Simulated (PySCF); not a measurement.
## Bond length, frequency and bond energy of CsCa⁻ by level of theory

State: ¹Σ⁺ (singlet), closed shell. Set-up: PySCF, scalar-relativistic core potentials, basis sets Cs def2-SVPD with ECP46, Ca def2-SVPD. De refers to Cs⁻ + Ca in their ground configurations, without counterpoise correction. A positive dipole points towards Ca; it is taken about the centre of mass and depends on that origin.

```json
{"Level": "RHF-MP2", "Re (Å)": "5.064", "ωe (cm⁻¹)": "39.9", "De (eV)": "n/a", "μ (D)": "n/a"}
{"Level": "RHF-SCS-MP2", "Re (Å)": "5.165", "ωe (cm⁻¹)": "36.7", "De (eV)": "0.230", "μ (D)": "n/a"}
{"Level": "RHF-CCSD", "Re (Å)": "5.089", "ωe (cm⁻¹)": "39.4", "De (eV)": "0.245", "μ (D)": "n/a"}
{"Level": "RHF-CCSD(T)", "Re (Å)": "4.993", "ωe (cm⁻¹)": "43.8", "De (eV)": "0.307", "μ (D)": "n/a"}
{"Level": "PBE", "Re (Å)": "4.944", "ωe (cm⁻¹)": "44.7", "De (eV)": "0.411", "μ (D)": "-2.22"}
{"Level": "PBEsol", "Re (Å)": "4.857", "ωe (cm⁻¹)": "47.1", "De (eV)": "0.438", "μ (D)": "-2.27"}
{"Level": "PW91", "Re (Å)": "4.924", "ωe (cm⁻¹)": "45.3", "De (eV)": "0.425", "μ (D)": "-2.12"}
{"Level": "r²SCAN", "Re (Å)": "5.013", "ωe (cm⁻¹)": "44.7", "De (eV)": "0.409", "μ (D)": "-2.62"}
{"Level": "M06-L", "Re (Å)": "4.863", "ωe (cm⁻¹)": "46.7", "De (eV)": "0.336", "μ (D)": "-2.06"}
{"Level": "PBE0", "Re (Å)": "4.996", "ωe (cm⁻¹)": "43.8", "De (eV)": "0.359", "μ (D)": "-2.45"}
{"Level": "LC-ωPBE", "Re (Å)": "5.152", "ωe (cm⁻¹)": "38.7", "De (eV)": "0.252", "μ (D)": "-2.76"}
```

The bond length runs from 4.857 Å (PBEsol) to 5.165 Å (RHF-SCS-MP2). De spans 0.23 eV (RHF-SCS-MP2, perturbation theory) to 0.44 eV (PBEsol, GGA).

Correlated steps freeze 5 core orbitals. Closed-shell solutions of metal pairs were not tested for spin polarisation, which can lower them a little. The bond is weak. Basis-set superposition, not corrected here, can be much of De in a small basis, most of all at correlated wavefunction levels. Spin–orbit coupling is left out. For an ion De counts to the pair picked by the measured ionisation energies or electron affinities, which need not be the lowest pair at this level. The highest Kohn–Sham level is positive in this anion. Much of that is self-interaction error, but it also means that the finite basis helps to hold the extra electron. The CCSD T1 diagnostic is raised, a sign that a single reference may not be enough here.

The whole job (state search and all levels along the bond) took about 2.4 min on 1 thread of Oxide Virtual Turin-like (shared host), peak memory 0.71 GiB.
